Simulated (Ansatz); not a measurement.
CH8AsBSi, SMILES `B[SiH2][AsH]C`, relaxed with RKS PBE0-D4/def2-TZVP in Ansatz 0.2.0 from a PBE-D4/def2-SVP geometry. The force threshold is 0.005 eV/Å; the program also tests the step.

The species carries charge 0 and has multiplicity 1.

Start:

```xyz
12

B     0.286   -1.756   -1.245
Si   -1.058   -1.019    0.019
As   -0.722    1.356   -0.400
C     1.000    1.508    0.611
H     1.449   -1.895   -0.912
H     0.001   -1.942   -2.413
H    -2.503   -1.287   -0.314
H    -0.824   -1.286    1.484
H    -1.622    1.667    0.817
H     0.998    0.932    1.555
H     1.820    1.145   -0.037
H     1.174    2.578    0.833
```

| step | energy (eV) | largest force (eV/Å) | largest move (Å) |
| --- | --- | --- | --- |
| 1 | -70549.6223 | 0.539 | 0.000 |
| 2 | -70549.6655 | 0.153 | 0.027 |
| 3 | -70549.6674 | 0.117 | 0.026 |
| 4 | -70549.6692 | 0.024 | 0.018 |
| 5 | -70549.6693 | 0.012 | 0.005 |
| 6 | -70549.6694 | 0.011 | 0.007 |
| 7 | -70549.6695 | 0.011 | 0.010 |
| 8 | -70549.6695 | 0.006 | 0.006 |
| 9 | -70549.6695 | 0.001 | 0.005 |

End:

```xyz
12

B     0.286   -1.767   -1.254
Si   -1.040   -0.982    0.004
As   -0.725    1.362   -0.359
C     0.988    1.516    0.621
H     1.427   -1.925   -0.929
H    -0.003   -1.987   -2.393
H    -2.461   -1.277   -0.327
H    -0.799   -1.298    1.441
H    -1.618    1.687    0.834
H     0.983    0.963    1.559
H     1.787    1.137   -0.017
H     1.174    2.571    0.820
```

It took 45 s on 4 threads of an Arm Neoverse V1 on a shared host, with 0.58 GiB of host memory at the peak.
